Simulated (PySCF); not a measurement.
What binds BiS: the parts of the energy along the bond

State: ²Π, doublet, unpaired electrons π ↑. ROHF-based CCSD(T) in PySCF 2.14 with Bi cc-pwCVDZ-PP with ECP60, S aug-cc-pV(D+d)Z and Bi cc-pwCVTZ-PP with ECP60, S aug-cc-pV(T+d)Z (frozen core orbitals: 9; scalar-relativistic core potentials). Correlation energies are extrapolated as n⁻³ (n = 2, 3), Hartree–Fock as (n+1)·exp(−9√n). All energies in eV from Bi + S.

```csv
R (Å),HF/CBS,CCSD corr.,(T),total
2.0299,0.332,-2.026,-0.3232,-2.018
2.1222,-0.321,-2.039,-0.3520,-2.712
2.2144,-0.603,-2.066,-0.3857,-3.055
2.3067,-0.625,-2.106,-0.4241,-3.154
2.3990,-0.467,-2.155,-0.4670,-3.088
2.5143,-0.106,-2.227,-0.5267,-2.860
2.6297,0.362,-2.315,-0.5924,-2.545
```

A fit to the total gives Re = 2.3100 Å, De = 3.155 eV, ωe = 431.6 cm⁻¹, Be = 0.1139 cm⁻¹ (masses 208.9804 and 31.9721 u).

Question: At R = 2.3067 Å the CCSD correlation energy is -0.525470 hartree in the smaller basis and -0.697068 in the larger. Extrapolate it.

Answer: (3³·E3 − 2³·E2)/(3³ − 2³) = -0.76932 hartree; the larger basis holds 90.6 % of it.

The T1 diagnostic is 0.029. The state was picked by a PBE0 search and need not be the measured ground state. Spin–orbit coupling, excitations beyond (T) and corrections to the Born–Oppenheimer picture are left out, and spin–orbit coupling matters for open p, d or f shells this heavy.
